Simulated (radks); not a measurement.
Results of a calculation; reference values are marked as such.
Task: These are the eigenvalues of the occupied orbitals of an atom or ion with whole-number occupations (eV). Code: a radial shooting solver on a logarithmic mesh with Libxc functionals. Model: Dirac Kohn-Sham, LDA (Slater exchange, Perdew-Wang correlation), spin-unpolarised, spherical densities, point nucleus.

| orbital | eigenvalue |
|---|---|
| 1s1/2 | -553.8068 |
| 2s1/2 | -58.0103 |
| 2p1/2 | -43.3778 |

Which element is it, and in what charge state? The configuration may be excited. Open shells, if any, fill j = l - 1/2 first.

Result: Z = 8, oxygen, charge +2: O2+ in [He] 2s2 2p2. The list shows which subshells hold electrons but not how many an open one holds; the 1s level, -20.352 hartree, gives Z - s = 6.4 by -(Z - s)^2/2, which with screening and relativity narrows Z to a few neighbours, and the depths of the outer levels then fix element, charge and occupations together.
